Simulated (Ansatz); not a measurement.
Geometry optimisation, Ansatz 0.2.0, RKS B3LYP-D4/6-31G*.

Input file:

```yaml
crystal:
  periodic: [false, false, false]
  atoms:
    - { symbol: O, position_ang: [0.0645, -1.6336, 1.1153] }
    - { symbol: C, position_ang: [0.4169, -0.4552, 0.385] }
    - { symbol: O, position_ang: [0.5431, 0.5825, 1.3099] }
    - { symbol: S, position_ang: [2.0537, -0.775, -0.443] }
    - { symbol: C, position_ang: [-0.6278, -0.1337, -0.6351] }
    - { symbol: C, position_ang: [-1.1906, 1.0849, -0.8146] }
    - { symbol: F, position_ang: [-2.1126, 1.251, -1.7456] }
    - { symbol: H, position_ang: [0.8873, -2.0603, 1.2115] }
    - { symbol: H, position_ang: [-0.2374, 0.5424, 1.8891] }
    - { symbol: H, position_ang: [2.2135, 0.4931, -0.7447] }
    - { symbol: H, position_ang: [-0.9805, -0.9504, -1.2177] }
    - { symbol: H, position_ang: [-0.2981, 0.90413, -0.58701] }
basis:
  gaussian: { orbitals: "6-31G*" }
hamiltonian:
  xc: b3lyp
  dispersion: d4
relax:
  f_tol: 0.02
  max_steps: 50
```

Run as:

```bash
$ ansatz run input.yaml --threads 2 --pin off --max-ram 3072MiB --backend cpu --events-out ev --progress --plain --runs-dir out
```

Problem. Where does it end, and by what steps?

Solution. The forces met the threshold. After 14 steps the energy has fallen by 6.363 eV; H12 moved furthest, 1.07 Å. The start is strongly strained (largest force component 12 eV/Å), so its close contacts needn't be bonds. Parted: C5–H12.

```csv
step,energy less start (eV),largest force component (eV/Å),accepted
0,0.0000,11.842,yes
1,-2.0071,5.472,yes
2,-3.2647,3.486,yes
3,-4.0331,4.355,yes
4,-4.9044,4.025,yes
5,-5.7308,2.448,yes
6,-6.1624,1.887,yes
7,-6.2539,1.065,yes
8,-6.3193,1.383,yes
9,-6.3553,0.280,yes
10,-6.3606,0.147,yes
11,-6.3621,0.082,yes
12,-6.3625,0.040,yes
13,-6.3627,0.024,yes
14,-6.3627,0.019,yes
```

```xyz
12
Properties=species:S:1:pos:R:3
O 0.081 -1.773 0.972
C 0.441 -0.585 0.328
O 0.667 0.461 1.244
S 2.083 -0.891 -0.519
C -0.640 -0.278 -0.665
C -1.091 0.956 -0.863
F -2.046 1.224 -1.770
H 0.802 -1.983 1.593
H -0.174 0.574 1.725
H 2.374 0.410 -0.728
H -1.022 -1.109 -1.246
H -0.742 1.844 -0.347
```

The run took 38 s on 2 threads of Intel(R) Xeon(R) 6975P-C (Granite Rapids) (shared host), peak memory 0.32 GiB.
